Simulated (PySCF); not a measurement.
A geometry optimisation on `O[B](O)[GeH2][Cl]`.

Computed with PBE0-D3(BJ)/def2-SVP geometry optimisation, gas phase (PySCF 2.14.0). Start geometry: GFN2-xTB. The command runs a driver script over a list of jobs; the input below is this job's line of settings and its coordinates in Å.

Command:
```bash
OMP_NUM_THREADS=1 python probes_run.py task.json out
```

Input:
```
{"job": {"xc": "PBE0", "basis": "def2-SVP", "d3": "d3bj", "grid": 1, "shake": 0.01, "kind": "geom"}, "charge": 0, "multiplicity": 1}
O     -1.317600     0.214610     1.050560
B     -0.635570    -0.205130    -0.004890
O     -1.054850    -1.115150    -0.907850
Ge     1.277890     0.565500    -0.245070
Cl     2.455680    -0.050930     1.377490
H     -2.217550    -0.109690     1.218760
H     -1.896330    -1.511160    -0.812100
H      2.037780     0.117050    -1.467650
H      1.408350     2.077760    -0.243000
```

Output:
```
step   0  E = -2713.90057897  max force = 0.029956
step   1  E = -2713.90536381  max force = 0.011683
step   2  E = -2713.90638821  max force = 0.005183
step   3  E = -2713.90654723  max force = 0.002168
step   4  E = -2713.90657612  max force = 0.001432
step   5  E = -2713.90659323  max force = 0.000441
step   6  E = -2713.90658625  max force = 0.000578
step   7  E = -2713.90658056  max force = 0.000733
step   8  E = -2713.90658543  max force = 0.000502
step   9  E = -2713.90659145  max force = 0.000418
optimisation converged
```

Energies in Eh; «max force» is the largest Cartesian gradient component in Eh/bohr.

Problem. How much energy does the optimisation release, in kJ/mol?

Solution. E(step 0) − E(last step) = 0.006012 Eh, which is 15.8 kJ/mol.

In short: final energy -2713.90659 Eh after 9 steps; dipole 5.13 D.

Problem. Give the final coordinates.

Solution. 0.058 Å rms from the input after alignment:
```
atom  x, y, z in Å
O1     1.2568    0.7840    1.1578
B2     1.9381    0.4051    0.0497
O3     1.5076   -0.4929   -0.8712
Ge4    3.8001    1.2621   -0.2818
Cl5    5.1238    0.6262    1.3356
H6     0.4044    0.3518    1.2912
H7     0.6459   -0.8902   -0.6973
H8     4.4826    0.7903   -1.5782
H9     3.8053    2.8022   -0.2404
```

Time: 86 s wall; peak memory 0.45 GiB. Hardware: an Arm Neoverse N1 with one thread, no GPU (shared host).
Labels such as C1 count atoms from 1, the log's own numbers from 0.
